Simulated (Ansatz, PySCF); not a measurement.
HBr, charge +1, doublet, geometry from GFN2-xTB (a state made from the parent by changing its charge; the spin is typed, not shown lowest). Base run: REVPBE/6-31G* in PySCF.

The PySCF input:
```python
from pyscf import gto, scf, dft

mol = gto.Mole()
mol.atom = '''
    Br   -0.00000000   -0.00000000   -0.04027692
    H     0.00000000    0.00000000    1.40969227
'''
mol.basis = '6-31g*'
mol.charge = 1
mol.spin = 1
mol.verbose = 4
mol.build()

mf = dft.UKS(mol)
mf.xc = 'revpbe'
mf.kernel()
```

The same geometry, method and basis name were run in Ansatz (a first-principles code) and PySCF, at each program's defaults and at the settings that a row names. The base is PySCF at its defaults. Differences at the defaults can come from grids, fitting, cores and function types together.

| code and settings | ΔE vs base (µEh) | basis functions | E (Eh) | SCF cycles |
|---|---|---|---|---|
| PySCF, defaults (exact integrals, its default grid, spherical functions) | 0.0 | 34 | -2573.79909 | 9 |
| Ansatz, defaults (factorised integrals, its default grid, Cartesian functions) | -9214 | 37 | -2573.80830 | - |
| PySCF, density fitting with def2-universal-jkfit | -28.3 | 34 | -2573.79912 | 9 |
| PySCF, fine grid | -0.1 | 34 | -2573.79909 | 9 |
| Ansatz, high accuracy, Cartesian functions as the basis file defines them | -9212 | 37 | -2573.80830 | - |

Open shells are given as the SCF converged; they aren't shown to be the lowest states, and a large step between rows can be another state.
